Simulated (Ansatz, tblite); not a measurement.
Cost and result up the ladder for the cluster Li₄Al₂ (the lowest singlet isomer of a short search) (6 atoms). Charge 0, multiplicity 1. Geometry: r2SCAN-D4/def2-TZVP.

```xyz
6

Al   -0.1543   -0.0258    0.7975
Al   -1.3850   -0.2407   -1.3488
Li    0.4271   -2.1583   -0.5570
Li   -1.6202    2.0849   -0.1881
Li    1.1054    0.8694   -1.4270
Li    1.6271   -0.5294    2.7235
```

Ansatz on 4 threads of Intel Xeon 6975P-C on a shared host; xTB runs through tblite on one thread. Times are rough, summed over both states, and most runs start from the orbitals of an earlier one. No level here is sound enough to serve as a yardstick. The other state is a triplet.

The xTB rows come from tblite. The structure comes from a short search, and lower isomers may exist.

xTB has no spin-polarisation term.

| level | functions | vertical triplet (eV) | remarks |
| --- | --- | --- | --- |
| PBE-D4/def2-TZVP | 130 | 0.60 | restricted SCF unstable in HF (singlet) |
| PBE0-D4/def2-TZVP | 130 | 0.56 | restricted SCF unstable in HF (singlet) |
| GFN1-xTB | 34 | 0.24 | – |
| r2SCAN-D4/def2-TZVP | 130 | 0.46 | restricted SCF unstable in HF (singlet) |

Q: Estimate how long each takes.

A: GFN1-xTB 0.009 s; PBE-D4/def2-TZVP 1.9 s; PBE0-D4/def2-TZVP 2.7 s; r2SCAN-D4/def2-TZVP 3.9 s. On shared hardware such times vary by a factor of up to 3.
